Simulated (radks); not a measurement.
All-electron atom: Nd+ in [Xe] 4f4 6s1.

All-electron calculation, scalar-relativistic Kohn-Sham, PBE, spin-polarised, spherical densities, finite nucleus; open shells are filled with parallel spins first (spin-orbit coupling, left out, can overturn this in heavy ions); Fermi nuclear charge, rms radius 4.9123 fm. Program: a radial shooting solver on a logarithmic mesh with Libxc functionals.

Energy parts (eV):
part                      energy
total                 -261864.75
kinetic                278677.15
electron-nucleus      -635654.04
Hartree                101156.28
exchange-correlation    -6044.14

Orbitals (lengths in bohr, moments of r in powers of bohr; r(90%) holds 90 % of the orbital's charge):
orbital,occ.,eigenvalue (eV),<r^4>,<1/r>,<r^2>,r(90%)
1s up,1,-43403.25,1.526e-06,66.04,0.0007600,0.0426
1s down,1,-43403.24,1.526e-06,66.04,0.0007600,0.0426
2s up,1,-7024.851,0.0002487,15.26,0.01203,0.156
2s down,1,-7024.837,0.0002487,15.26,0.01203,0.156
2p up,3,-6280.745,0.0001832,14.39,0.009624,0.145
2p down,3,-6280.735,0.0001832,14.39,0.009624,0.145
3s up,1,-1528.699,0.009933,5.561,0.08106,0.391
3s down,1,-1527.640,0.009913,5.564,0.08099,0.391
3p up,3,-1293.980,0.01038,5.255,0.08111,0.396
3p down,3,-1292.925,0.01036,5.258,0.08102,0.396
3d up,5,-968.1630,0.008495,4.986,0.06884,0.378
3d down,5,-967.3473,0.008463,4.989,0.06873,0.377
4s up,1,-309.5886,0.2524,2.326,0.4165,0.873
4s down,1,-306.6978,0.2519,2.326,0.4161,0.872
4p up,3,-232.7427,0.3318,2.142,0.4708,0.936
4p down,3,-229.8263,0.3314,2.143,0.4703,0.935
4d up,5,-123.4921,0.5513,1.872,0.5808,1.06
4d down,5,-120.5434,0.5533,1.872,0.5810,1.06
5s up,1,-47.0982,8.715,0.9010,2.424,2.11
5s down,1,-45.1551,9.059,0.8902,2.470,2.14
5p up,3,-28.5810,17.50,0.7599,3.353,2.52
5p down,3,-27.0165,18.30,0.7489,3.428,2.55
6s up,1,-8.5610,464.4,0.3164,17.70,5.74
4f up,4,-8.5132,9.159,1.257,1.637,1.93
5d up,0,-7.6963,172.9,0.4565,9.638,4.49
5d down,0,-6.5894,166.4,0.4540,9.537,4.44
4f down,0,-5.9243,13.30,1.221,1.883,2.08
6p up,0,-5.5130,1183,0.2492,28.21,7.27

The highest occupied level is 4f up at -8.513 eV. The density falls to 0.001 e/bohr^3 at r = 4.58 bohr. The electron density at the nucleus is 4.724e+05 e/bohr^3 (large components only). Summed over all electrons, <r^2> = 60.36 bohr^2, which gives a Langevin (diamagnetic) susceptibility term of -47.8 x 10^-6 cm^3/mol. For comparison, the ionisation energy in NIST's Atomic Spectra Database is 10.78 eV (semi-empirical). In exact Kohn-Sham theory the highest level is minus the ionisation energy, but local and semilocal functionals leave it too shallow, through self-interaction and a potential that decays too fast; potentials with the right tail come closer. Spin moment in Bohr magnetons: 5.
